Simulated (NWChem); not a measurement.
System: CH3Cl3Si; SMILES C[Si](Cl)(Cl)Cl

Here is an NWChem input.

```
start job
memory heap 200 mb stack 900 mb global 1100 mb
geometry units angstroms noautoz
  C      0.000000     0.000000    -2.122081
  Si     0.000000     0.000000    -0.274066
  Cl    -0.777184     1.758044     0.450068
  Cl    -1.133919    -1.552083     0.450068
  Cl     1.911102    -0.205961     0.450068
  H      0.609966     0.834186    -2.499799
  H      0.417443    -0.945339    -2.499799
  H     -1.027409     0.111153    -2.499799
end
basis spherical
  * library def2-tzvpd
end
dft
  xc becke88 lyp
  iterations 150
  semidirect filesize 400000000
  mulliken
end
task dft energy
```

The geometry was optimised at PBE0/def2-SVP.

Problem. Predict the main results of this run. (BLYP/def2-TZVPD.) Quantities: energy (Ha); highest occupied level (eV); orbital gap (eV); dipole (D).

Solution. 
```yaml
energy (Ha): -1710.21
highest occupied level (eV): -7.63
orbital gap (eV): 6.48
dipole (D): 1.95
```
